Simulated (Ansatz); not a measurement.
Ansatz (an electronic-structure program) input file for SbF4, SMILES [F][Sb]([F])([F])[F], multiplicity 2, CAM-B3LYP/def2-SVPD. Geometry: B3LYP-D3(BJ)/def2-SVP. The spin state was assumed, not searched. The isomer is the one that the SMILES or the coordinates give; other isomers of the formula were not compared. The def2 effective core potentials stand for the cores of Sb; spin–orbit coupling is left out.

Ansatz 0.2 input:
```yaml
crystal:
  periodic: [false, false, false]
  atoms:
    - {symbol: Sb, position_ang: [-0.00000000, 0.00000000, -0.18724200]}
    - {symbol: F, position_ang: [1.45155490, -0.00000001, 1.05574708]}
    - {symbol: F, position_ang: [-0.00000002, -1.94264354, -0.52522810]}
    - {symbol: F, position_ang: [-1.45155488, 0.00000001, 1.05574710]}
    - {symbol: F, position_ang: [-0.00000000, 1.94264354, -0.52522810]}
basis:
  gaussian:
    orbitals: def2-SVPD
hamiltonian:
  xc: {name: CAM-B3LYP}
magnetization: {spin_polarized: true, initial_magnetization: 1}
```

Output:

```
WARN ansatz: RAYON_NUM_THREADS=1 ignored (pool sized by the plan → 1); use --threads N
Functional definition: CAM-B3LYP
integrals: 0.07 GiB planned
1127 factors; their error is unknown
integrals: 0.10 GiB planned
391 factors; integrals over basis functions are off by at most 2.2e-5 eV
mean field: 0.98 GiB planned
mean field evaluation 1: about -17387.6999 eV, gradient 4.6e1 eV
mean field evaluation 2: about -17378.1599 eV, gradient 7.5e1 eV
mean field evaluation 4: about -17395.2601 eV, gradient 2.0e0 eV
mean field evaluation 8: about -17395.2706 eV, gradient 4.0e-2 eV
mean field evaluation 16: about -17395.3866 eV, gradient 1.6e-4 eV
mean field -17395.38658778 eV, -639.2686660843 hartree, gradient 2.7e-5 eV, S^2 0.757470; 0 other end points of the search recorded, 0 dependent functions left out
reference -17395.38671806 eV, -639.2686708720 hartree; 30, 29 occupied and 94, 95 virtual orbitals, 1127 factors
Total energy: -17395.38671806 eV, -639.2686708720 hartree
```

Self-consistency was reached.

Cost: about 10 core-seconds (a rough figure).
